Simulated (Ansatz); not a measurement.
Isolated molecules relaxed with PBE0-D4/def2-TZVP in Ansatz; ΔE leaves out vibrations. CCSD(T)/CBS adds triple-zeta CCSD(T) − MP2 to the extrapolated MP2 energy (def2 sets, frozen cores). Functionals use def2-TZVPP. B3LYP here is the variant with VWN-RPA as its local correlation; programs differ in this. def2 core potentials past Kr. For Sn outer-core shells are correlated without core-valence functions, which leaves a few kJ/mol of doubt a bond. One conformer a species, not always the lowest.

Reaction (redistribution): `[CH3][SnH2][Cl]` + `N[SiH2][SiH](F)[SiH3]` → `[CH3][SnH]([SiH3])[Cl]` + `N[SiH2][SiH2]F`

(1) Is it downhill or uphill in electronic energy at CCSD(T)/CBS, and by how much? (Best estimate.)

(2) What do these levels give: PBE-D4, B3LYP-D4, ωB97X-V, r2SCAN, CCSD/def2-TZVPP, HF/def2-QZVPP? (An estimate is asked.)

Largest T1 diagnostic among the species: 0.013.

Answers

(1) The calculation gave: Downhill: ΔE = -8.2 kcal/mol.

(2) Ansatz gave: PBE-D4 -5.7, B3LYP-D4 -7.4, ωB97X-V -6.9, r2SCAN -6.3, CCSD/def2-TZVPP -7.6, HF/def2-QZVPP -8.3 kcal/mol.
